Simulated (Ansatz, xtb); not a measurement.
# Relative energy of two isomers of C3H9ClSi

Structure X: `CC[Si@@H](C)Cl`, a singlet. Structure Y: `C[Si](C)(C)Cl`, a singlet. Both are isolated molecules in the gas phase, relaxed with PBE0-D3(BJ)/def2-SVP; each stands in its lowest conformer found.

**Question.** Estimate E(Y) − E(X) at the level CCSD(T)/def2-SVP + ΔMP2/def2-TZVPP.

**Answer.** Calculated at CCSD(T)/def2-SVP + ΔMP2/def2-TZVPP: E(Y) − E(X) = −13.8 kcal/mol, so structure Y lies lower.

Level by level:

```tsv
level	geometry	E(Y) − E(X) (kcal/mol)	departure from the last row (kcal/mol)	job, with rough time for the two
GFN2-xTB	GFN2-xTB	+4.3	+18.0	optimisation, 0.12 s
HF/STO-3G	GFN2-xTB	−13.4	+0.3	single point, 0.28 s
r2SCAN-D4/def2-SVP	GFN2-xTB	−13.4	+0.3	single point, 2.3 s
PBE0-D3(BJ)/def2-SVP	PBE0-D3(BJ)/def2-SVP	−12.5	+1.2	optimisation, 22 s
HF/def2-SVP	PBE0-D3(BJ)/def2-SVP	−11.5	+2.2	part of the CCSD(T) run
MP2/def2-SVP	PBE0-D3(BJ)/def2-SVP	−11.8	+1.9	part of the CCSD(T) run
CCSD(T)/def2-SVP	PBE0-D3(BJ)/def2-SVP	−10.9	+2.8	single point
CCSD(T)/def2-SVP + ΔMP2/def2-TZVPP	PBE0-D3(BJ)/def2-SVP	−13.8		single point, 22 s
```

As drawn, Y has 1 C–Si, 1 C–H in place of 1 C–C, 1 Si–H.

GFN2-xTB puts the two in the other order. The largest departure from CCSD(T)/def2-SVP + ΔMP2/def2-TZVPP is that of GFN2-xTB, 18.0 kcal/mol. The last row adds to CCSD(T) the change of the MP2 difference between the two basis sets, here −2.8 kcal/mol.

With thermal terms from frequencies at re-optimised GFN2-xTB minima (ideal gas, soft modes damped towards free rotors, one conformer each, 298.15 K, 1 atm): the zero-point term adds +0.2 kcal/mol; ΔH is −13.1 and ΔG −13.4 kcal/mol.

The correlated steps freeze 13 core orbitals. Mirror images aren't counted in ΔG. Run with Ansatz 0.2.0, xtb 6.7.1; the last row on 2 threads of Intel(R) Xeon(R) 6975P-C (Granite Rapids) on a shared host.
